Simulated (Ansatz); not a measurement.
Mulliken charges of `[SH2+][GaH3-]` from PBE/def2-TZVPP in Ansatz (PBE0-D4/def2-TZVP geometry).

```csv
atom,x (Å),y (Å),z (Å),charge (e)
S1,-0.795,-1.302,0.080,-0.096
Ga2,0.182,1.099,-0.114,-0.044
H3,-0.082,-1.698,1.147,0.151
H4,0.042,-1.904,-0.782,0.151
H5,-0.401,1.364,-1.552,-0.053
H6,-0.587,1.658,1.141,-0.053
H7,1.702,0.714,0.033,-0.056
```

Task: By hand: the dipole of these point charges (1 e Å = 4.8032 D).

Result: Σ q r = (0.019, -0.667, 0.072) e Å, of length 0.671 e Å = 3.22 D.

Task: How does the dipole of the full density compare? (An estimate is asked.)

Result: Ansatz gave: (-0.023, -0.686, 0.072) e Å, 3.31 D; the point charges give 0.97 times that, at 4° from its direction.

Point charges leave out the atoms' own dipoles, such as those of lone pairs, and Mulliken's split depends on the basis, so the close match here is no proof of good charges.
